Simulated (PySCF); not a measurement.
hydrogen (H2), SMILES [H][H]. Atoms are numbered in the order given.

```xyz
2

H      0.0000     0.0000    -0.3731
H      0.0000     0.0000     0.3731
```

The structure is a stationary point at PBE0-D3(BJ)/def2-TZVPD.

Two levels are set side by side: PBE/pcSseg-2 (PySCF) and HF/pcSseg-2 (PySCF). GIAO shifts against TMS (¹H) at the same level; non-relativistic, no solvent, atoms listed together averaged. Differences are taken from unrounded values.

```tsv
quantity	HF
δ(¹H) of H1, H2 (ppm)	5.58
```

Q: What does PBE give, and how far is it from HF? (The exact figures need the calculation; the answer reports its results.)

A: 
| quantity | PBE | PBE minus HF |
|---|---|---|
| δ(¹H) of H1, H2 (ppm) | 4.85 | -0.73 |
